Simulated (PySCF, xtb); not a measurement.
1,2-difluorocyclobutene (C4H4F2), SMILES FC1=C(F)CC1.

Harmonic wavenumbers (cm⁻¹) from xtb with GFN2-xTB at its own minimum, in rising order: 219, 262, 321, 432, 450, 652, 751, 816, 994, 994, 1045, 1063, 1110, 1170, 1184, 1244, 1295, 1442, 1458, 1808, 3002, 3017, 3019, 3020.

Q: What does PBE-D3(BJ)/def2-SVP (PySCF) give at its own minimum? (An estimate is asked for; the answer gives what the named calculation found.)

A: 218, 269, 297, 446, 520, 663, 731, 835, 901, 997, 1053, 1070, 1102, 1116, 1170, 1253, 1350, 1399, 1424, 1795, 2983, 2987, 3040, 3047. Paired by order, the mean absolute difference is 25 cm⁻¹ and the zero-point energies are 44.0 and 43.8 kcal/mol.
